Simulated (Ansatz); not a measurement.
```yaml
crystal:
  periodic: [false, false, false]
  atoms:
    - {symbol: C, position_ang: [0.060831, -2.954320, -0.596336]}
    - {symbol: O, position_ang: [-0.455558, -1.737031, -0.143920]}
    - {symbol: Ta, position_ang: [0.262002, 0.008648, 0.201919]}
    - {symbol: O, position_ang: [-1.550980, 0.524948, 0.579590]}
    - {symbol: C, position_ang: [-2.881300, 0.193349, 0.362040]}
    - {symbol: O, position_ang: [0.351078, 1.376938, -1.139684]}
    - {symbol: C, position_ang: [-0.472982, 2.422907, -1.561606]}
    - {symbol: O, position_ang: [0.827895, 0.416213, 1.964871]}
    - {symbol: C, position_ang: [0.258348, 0.881039, 3.154473]}
    - {symbol: O, position_ang: [1.978261, -0.559674, -0.409883]}
    - {symbol: C, position_ang: [2.914317, -0.542763, -1.432844]}
    - {symbol: H, position_ang: [-0.337768, -3.186731, -1.589658]}
    - {symbol: H, position_ang: [1.154328, -2.929350, -0.652430]}
    - {symbol: H, position_ang: [-0.235610, -3.756370, 0.087242]}
    - {symbol: H, position_ang: [-3.477230, 0.405682, 1.256177]}
    - {symbol: H, position_ang: [-2.971673, -0.873362, 0.123888]}
    - {symbol: H, position_ang: [-3.300429, 0.771919, -0.469998]}
    - {symbol: H, position_ang: [-0.771369, 2.267468, -2.603829]}
    - {symbol: H, position_ang: [0.070990, 3.371148, -1.499926]}
    - {symbol: H, position_ang: [-1.374145, 2.496261, -0.943249]}
    - {symbol: H, position_ang: [0.358013, 0.120541, 3.934913]}
    - {symbol: H, position_ang: [0.778998, 1.785216, 3.484009]}
    - {symbol: H, position_ang: [-0.803326, 1.112006, 3.015981]}
    - {symbol: H, position_ang: [2.864452, -1.462617, -2.027486]}
    - {symbol: H, position_ang: [3.924222, -0.459496, -1.017771]}
    - {symbol: H, position_ang: [2.734532, 0.311430, -2.096784]}
basis:
  gaussian: {orbitals: ANO-RCC-VTZP}
magnetization: {spin_polarized: true, initial_magnetization: 1}
hamiltonian: {xc: {name: wB97X}}
```

```sh
$ ansatz run in.yaml --threads 11 --pin off --events-out ev --progress --plain --max-ram 120832MiB --backend cuda --devices 0, --max-vram 75GiB
```

Shortened log:

```
Error: a molecule whose nuclei and cores have a total charge of 158 cannot have a net charge of 0 together with 1 unpaired electrons
```

Problem. Something in this input is off. What?

Solution. The number of unpaired electrons doesn't fit the electron count. The program refused the input.
